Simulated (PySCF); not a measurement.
FMg (SMILES [F][Mg]), doublet, geometry from GFN2-xTB (such geometries of metal compounds can be far from the true shape) (the spin is typed, not shown lowest); PBE/pcseg-1 run with PySCF.

Here is a job for PySCF.
```python
from pyscf import gto, scf, dft

mol = gto.M(
    atom='''
Mg   -0.000000   -0.000000   -0.741648
F     0.000000    0.000000    0.988863
''',
    basis='pcseg-1',
    charge=0,
    spin=1,
    verbose=4,
)

mf = dft.UKS(mol)
mf.xc = 'pbe'
mf.kernel()
```

Task: Write the output that PySCF gives for this input, abridged.

Result: 
```
PySCF version 2.14.0

[INPUT] verbose = 4
[INPUT] num. atoms = 2
[INPUT] num. electrons = 21
[INPUT] charge = 0
[INPUT] spin (= nelec alpha-beta = 2S) = 1
[INPUT] symmetry False subgroup None
[INPUT] Mole.unit = angstrom
[INPUT] Symbol           X                Y                Z      unit          X                Y                Z       unit  Magmom
[INPUT]  1 Mg     0.000000000000   0.000000000000  -0.741648000000 AA    0.000000000000   0.000000000000  -1.401511600831 Bohr   0.0
[INPUT]  2 F      0.000000000000   0.000000000000   0.988863000000 AA    0.000000000000   0.000000000000   1.868680244716 Bohr   0.0

nuclear repulsion = 33.0255853787465
number of shells = 5
number of NR pGTOs = 58
number of NR cGTOs = 24
basis = pcseg-1
ecp = {}

******** <class 'pyscf.dft.uks.UKS'> ********
method = UKS
initial guess = minao
damping factor = 0
level_shift factor = 0
DIIS = <class 'pyscf.scf.diis.CDIIS'>
diis_start_cycle = 1
diis_space = 8
diis_damp = 0
SCF conv_tol = 1e-09
SCF conv_tol_grad = None
SCF max_cycles = 50
direct_scf = True
direct_scf_tol = 1e-13
number electrons alpha = 11  beta = 10
XC library pyscf.dft.libxc version 7.1.2
    S. Lehtola, C. Steigemann, M. J. T. Oliveira, and M. A. L. Marques,  SoftwareX 7, 1–5 (2018)
XC functionals = pbe
    J. P. Perdew, K. Burke, and M. Ernzerhof,  Phys. Rev. Lett. 77, 3865 (1996)
    J. P. Perdew, K. Burke, and M. Ernzerhof,  Phys. Rev. Lett. 78, 1396 (1997)
    J. P. Perdew, K. Burke, and M. Ernzerhof,  Phys. Rev. Lett. 77, 3865 (1996)
    J. P. Perdew, K. Burke, and M. Ernzerhof,  Phys. Rev. Lett. 78, 1396 (1997)
radial grids:
    Treutler-Ahlrichs [JCP 102, 346 (1995); DOI:10.1063/1.469408] (M4) radial grids

becke partition: Becke, JCP 88, 2547 (1988); DOI:10.1063/1.454033
pruning grids: <function nwchem_prune>
grids dens level: 3
symmetrized grids: False
atomic radii adjust function: <function treutler_atomic_radii_adjust>
small_rho_cutoff = 0
Set gradient conv threshold to 3.16228e-05
tot grids = 32848
init E= -299.688026296118

cycle= 1 E= -299.590900411806  delta_E= 0.0971  |g|= 0.511  |ddm|= 0.999
cycle= 2 E= -296.662104514202  delta_E= 2.93  |g|=  2.6  |ddm|= 2.28
cycle= 3 E= -299.692482040595  delta_E= -3.03  |g|= 0.122  |ddm|= 1.96
cycle= 4 E= -299.696160463234  delta_E= -0.00368  |g|= 0.0422  |ddm|= 0.132
cycle= 5 E= -299.697103833872  delta_E= -0.000943  |g|= 0.00546  |ddm|= 0.0565
cycle= 6 E= -299.697115381909  delta_E= -1.15e-05  |g|= 0.000406  |ddm|= 0.0052
cycle= 7 E= -299.697115499266  delta_E= -1.17e-07  |g|= 4.01e-05  |ddm|= 0.000786
cycle= 8 E= -299.697115500193  delta_E= -9.27e-10  |g|= 8.16e-06  |ddm|= 6.28e-05
Extra cycle  E= -299.697115500201  delta_E= -8.3e-12  |g|= 1.18e-05  |ddm|= 1.96e-05
converged SCF energy = -299.697115500201  <S^2> = 0.75070383  2S+1 = 2.0007037
```
